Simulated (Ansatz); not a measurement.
Br$_{3}$ClTi (`[Cl][Ti]([Br])([Br])[Br]`). The species carries charge 0 and has multiplicity 1.

```json
{"atom": "Cl1", "x (Å)": "-0.4903", "y (Å)": "-1.8643", "z (Å)": "-1.0456"}
{"atom": "Ti2", "x (Å)": "-0.0074", "y (Å)": "-0.0280", "z (Å)": "-0.0157"}
{"atom": "Br3", "x (Å)": "-0.3759", "y (Å)": "-0.2928", "z (Å)": "2.2545"}
{"atom": "Br4", "x (Å)": "2.2175", "y (Å)": "0.5008", "z (Å)": "-0.3765"}
{"atom": "Br5", "x (Å)": "-1.3439", "y (Å)": "1.6843", "z (Å)": "-0.8167"}
```

(1) List the harmonic frequencies (cm⁻¹, unscaled) at PBE0-D4/def2-TZVP in Ansatz. (Estimate.)

(2) Is this a minimum?

(3) Give the ideal-gas thermochemistry at 298.15 K and 1 bar (rigid rotor, harmonic oscillator; point group C3v, symmetry number 3).

(4) Rotational constants (cm⁻¹)?

Answers

(1) The calculation gave: 76, 76, 99, 105, 105, 267, 402, 402, 493.

(2) Yes, all 9 modes are real.

(3) Zero-point energy 12.1 kJ/mol; H(298) − E = 35.3 kJ/mol; entropy 399.1 J/(mol·K), of which translation 180.9, rotation 124.7, vibration 93.5; G(298) − E = -83.7 kJ/mol. Modes under 100 cm⁻¹ are hindered rotations or soft bends, so the harmonic entropy is rough.

(4) 0.02, 0.02, 0.01478.
